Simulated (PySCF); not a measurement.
**Dipole moment and polarisability of triethylaluminum**

Species: triethylaluminum, C6H15Al.
Structure used (PBE0-D3(BJ)/def2-SVP), in Å, numbered top down from 1:
```
atom  x, y, z in Å
C1     2.8087    0.5198    0.7236
C2     1.9756   -0.2178   -0.3281
Al3    0.0439   -0.3737    0.0506
C4    -0.8914   -2.0681   -0.3284
C5    -2.3958   -2.1174   -0.0650
C6    -0.9137    1.1837    0.7969
C7    -0.5912    2.5370    0.1567
H8     2.8116   -0.0091    1.6912
H9     3.8640    0.6357    0.4240
H10    2.4197    1.5322    0.9209
H11    2.0645    0.3089   -1.2997
H12    2.3981   -1.2209   -0.5184
H13   -0.6764   -2.3298   -1.3831
H14   -0.3740   -2.8618    0.2459
H15   -2.9409   -1.3676   -0.6616
H16   -2.6339   -1.9079    0.9907
H17   -2.8382   -3.0992   -0.3042
H18   -0.6653    1.2222    1.8765
H19   -2.0021    0.9961    0.7684
H20   -1.1064    3.3754    0.6554
H21    0.4877    2.7614    0.1880
H22   -0.8885    2.5712   -0.9047
```

Level: CAM-B3LYP/def2-SVPD (PySCF), static field, nuclei fixed, core orbitals frozen in the response. The polarisability tensor in these axes (au):

```
x   108.34   5.13  -0.21
y     5.13 105.80   4.36
z    -0.21   4.36  85.84
```

**Question.** What are the eigenvalues, a third of the trace, and Δα (Δα² = ½Σ(αi − αj)² over the three pairs)?

**Answer.** Principal values 84.86, 102.52 and 112.60 au; mean 99.99 au = 14.82 Å³ = 16.49 × 10⁻⁴⁰ C²·m²/J; Δα = 24.32 au (24 % of the mean).

**Question.** What is the dipole moment?

**Answer.** 0.17 D at this geometry.

**Question.** Traceless (Buckingham) quadrupole moment about the centre of nuclear charge: eigenvalues?

**Answer.** -4.00, -2.01, 6.01 D·Å. The values depend on the origin, since the dipole doesn't vanish. The electronic extent ⟨r²⟩ about the same centre is 1457 bohr², a root-mean-square distance of 2.52 Å for the 64 electrons.

**Question.** Estimate the molar refractivity from the static electronic polarisability.

**Answer.** Lorentz–Lorenz: R = (4π/3)N_A α = 2.5225 cm³/(mol·Å³) × 14.82 Å³ = 37.4 cm³/mol, in the limit of long wavelengths.

**Question.** What depolarisation ratio follows for Rayleigh scattering of linearly polarised light, taking the static tensor?

**Answer.** ρ = 3Δα²/(45ᾱ² + 4Δα²) = 1773.8/(449943 + 2365.1) = 0.00392.

**Question.** Orientational against electronic polarisability at 250 K (dilute gas, rigid molecules)?

**Answer.** In Gaussian units μ²/3kT = 0.26 Å³ against 14.82 Å³, a ratio of 0.02; the Debye molar polarisation (4π/3)N_A(α + μ²/3kT) is 38.0 cm³/mol, leaving out the vibrational part.

Isolated species at its PBE0-D3(BJ)/def2-SVP geometry (one conformer only).

These values come from a run that also computed excited states and ΔSCF ions. The run took 9.5 min on Arm Neoverse N1, one thread, shared host.
